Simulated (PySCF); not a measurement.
Gas-phase XPS of `CCCC1=[CH][GeH2][CH]=C1`, computed

C₇H₁₂Ge.
Numbering: `[CH3:1][CH2:2][CH2:3][C:4]1=[CH:5][GeH2:6][CH:7]=[CH:8]1`

Method used: delta-SCF UKS SCAN, pcX-2 on the ionised atom, pcseg-1 elsewhere, spin-free X2C (PySCF 2.14.0). Each binding energy is the total energy of the core-ionised species, with the hole localised on one atom, minus that of the ground state; both are solved self-consistently, so orbital relaxation is included.

Task: Give the core binding energies atom by atom.

Result: 
```tsv
atom(s)	environment	level	binding energy (eV)	above the level's lowest (eV)	count
C1	methyl carbon	C 1s	290.55	+1.34	1
C3	allylic carbon	C 1s	290.47	+1.26	1
C2	chain CH2 carbon	C 1s	290.47	+1.26	1
C4	fully substituted alkene carbon	C 1s	290.28	+1.07	1
C8	alkene CH carbon	C 1s	290.26	+1.05	1
C7	alkene CH carbon	C 1s	289.48	+0.27	1
C5	alkene CH carbon	C 1s	289.21	0.00	1
```

The listed C 1s values span 1.34 eV, from C5 (bonded to C (double bond), H and Ge) to C1 (bonded to C and 3 H). The values 290.26 and 290.28 eV; the values 290.47 and 290.47 eV lie too close for their order to be trusted.

Task: Express the binding energy of C 1s of C4 in atomic units and per mole.

Result: 290.28 eV = 10.6676 Eh = 28008 kJ/mol.

Spin contamination (⟨S²⟩ against 0.75 for a pure doublet) is marked for C 1s of C4 (0.94) and C 1s of C8 (0.93), which makes these values less certain. No level of germanium is listed. Geometry: PBE0-D3(BJ)/def2-SVP, one conformer, isolated molecule.

The values belong to the conformer `[CH3:1][CH2:2][CH2:3][C:4]1=[CH:5][GeH2:6][CH:7]=[CH:8]1`: C1–C2–C3–C4 -179°, C2–C3–C4–C5 -106°.
